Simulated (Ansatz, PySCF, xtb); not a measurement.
Stretching the Se4–H5 bond in CdH2OSe (SMILES [OH][Cd][SeH]) (multiplicity 1 held, fragments rigid). Energies count from the point at 1.473 Å.
Geometry at that point (charge 0, multiplicity 1):
```xyz
5

Cd     0.4354    -0.5866    -0.1057
O      1.5014    -2.2292    -0.4538
H      2.3793    -2.1969    -0.0591
Se    -0.9919     1.3929     0.2152
H     -1.5669     0.8277     1.4481
```

Unrestricted levels (U-) break spin symmetry where that is lower. Active spaces are followed from a long bond inwards. Levels need not reach the same state.

Cores are frozen in the correlated methods. Filled d and f shells under p-block atoms count as core. Rows in LANL2DZ carry no dispersion term and start afresh at each structure. LANL2DZ brings its own core potentials from Na on.

The values were computed with Ansatz (Gaussian orbitals); PySCF for LANL2DZ rows; xtb for the GFN methods. Values without a source in brackets are computed. In def2 rows elements past Kr take small-core potentials, without spin–orbit coupling. The GFN methods have no spin term and hold the electronic entropy of 300 K.

```
level                                energy at R = 4.714 Å (kcal/mol)
-----------------------------------  --------------------------------
GFN2-xTB                                                        82.62
U-HF/def2-TZVPP                                                 57.96
U-r2SCAN/def2-TZVPP                                             82.81
R-B3LYP/LANL2DZ                                                120.63
U-B3LYP/LANL2DZ                                                 75.96
U-wB97X-V/def2-TZVPP                                            83.51
U-MP2/def2-TZVPP                                                81.92
U-CCSD/def2-TZVPP                                               81.65
SC-NEVPT2 on CASSCF(4,3)/def2-TZVPP                                 …
```

Q: Complete the blanks.

A: 
- SC-NEVPT2 on CASSCF(4,3)/def2-TZVPP, energy at R = 4.714 Å (kcal/mol): 79.54

Doubts at one or more of the structures used: a spin-contaminated determinant (U-HF/def2-TZVPP, U-r2SCAN/def2-TZVPP, U-B3LYP/LANL2DZ, U-wB97X-V/def2-TZVPP, U-MP2/def2-TZVPP, U-CCSD/def2-TZVPP); a restricted determinant that unrestricted orbitals would lower (R-B3LYP/LANL2DZ); active orbitals that take no part (SC-NEVPT2 on CASSCF(4,3)/def2-TZVPP).

Ansatz is a first-principles code.
